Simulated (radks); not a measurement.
Q: Hf, 72 electrons, occupied as [Xe] 4f14 5d2 6s1 6p1 (not the ground configuration). Calculated with a radial shooting solver on a logarithmic mesh with Libxc functionals: scalar-relativistic Kohn-Sham, r2SCAN, spin-polarised, spherical densities, finite nucleus; open shells are filled with parallel spins first (spin-orbit coupling, left out, can overturn this in heavy ions); meta-GGA in the generalised Kohn-Sham scheme; Fermi nuclear charge, rms radius 5.347 fm. Some entries of the table are withheld. Estimate them.

| orbital | occ. | eigenvalue (hartree) | <r> (bohr) | <r^2> (bohr^2) |
|---|---|---|---|---|
| 1s up | 1 | -2401.771 | 0.01899 | 0.0004953 |
| 1s down | 1 | -2401.771 | 0.01899 | 0.0004953 |
| 2s up | 1 | -411.7058 | 0.08036 | 0.007640 |
| 2s down | 1 | -411.7023 | 0.08036 | 0.007640 |
| 2p up | 3 | -361.4276 | 0.07173 | 0.006286 |
| 2p down | 3 | -361.4248 | 0.07173 | 0.006286 |
| 3s down | 1 | -94.18754 | 0.2084 | 0.04966 |
| 3s up | 1 | -94.18704 | 0.2084 | 0.04966 |
| 3p down | 3 | -79.09346 | 0.2084 | 0.05034 |
| 3p up | 3 | -79.09327 | 0.2084 | 0.05034 |
| 3d up | 5 | -61.19801 | 0.1890 | 0.04189 |
| 3d down | 5 | -61.19662 | 0.1890 | 0.04189 |
| 4s up | 1 | -19.20454 | 0.4684 | 0.2476 |
| 4s down | 1 | -19.20273 | 0.4684 | 0.2476 |
| 4p up | 3 | -14.23097 | 0.4975 | 0.2816 |
| 4p down | 3 | -14.22941 | 0.4975 | 0.2816 |
| 4d up | 5 | -7.77044 | 0.5354 | 0.3325 |
| 4d down | 5 | -7.76817 | 0.5352 | 0.3323 |
| 5s up | 1 | -2.58129 | 1.141 | 1.464 |
| 5s down | 1 | -2.55361 | 1.135 | 1.449 |
| 5p up | 3 | -1.40987 | 1.346 | 2.064 |
| 5p down | 3 | -1.36754 | 1.329 | 2.005 |
| 4f up | 7 | (1) | 0.6790 | 0.5998 |
| 4f down | 7 | (2) | 0.6722 | 0.5829 |
| 6s up | 1 | -0.25337 | 3.354 | 12.76 |
| 5d up | 2 | -0.16190 | 2.406 | 7.141 |
| 6p up | 1 | -0.09182 | 4.529 | 23.51 |

A: 
(1) 4f up eigenvalue (hartree): -0.67017
(2) 4f down eigenvalue (hartree): -0.66150
